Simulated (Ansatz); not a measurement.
Species: BH$_{2}$S$_{2}$, charge 0, doublet. BH2S2 (SMILES [B](S)S, doublet).
B3LYP-D3(BJ)/def2-TZVP minimum from Ansatz (an electronic-structure program):
```xyz
5

B     -0.5440    -0.2216     0.0056
S     -0.5500     1.3507    -0.7681
H      0.7659     1.6783    -0.6791
S      0.5639    -1.3451     0.7680
H      1.7323    -0.6606     0.6536
```
Charge 0, spin multiplicity 2.

Total energies in aug-cc-pV(D+d)Z, 17 correlated electrons, 11 frozen orbitals. Radicals and triplets start from unrestricted determinants; spin-orbit coupling is neglected. Correlated methods leave the cores frozen. No relativity.

```tsv
method	program	energy (Eh)	minus CCSDT(Q) (mEh)
HF	Ansatz	-820.92666	411.77
MP2	Ansatz	-821.27810	60.33
CCSD	Ansatz	-821.31987	18.56
CCSD(T)	Ansatz	-821.33583	2.59
CCSDT(Q)	Ansatz	-821.33843	0.00
```

Rough core times of Ansatz's runs on a shared machine: CCSD(T) 30 s, CCSDT(Q) 50 min.
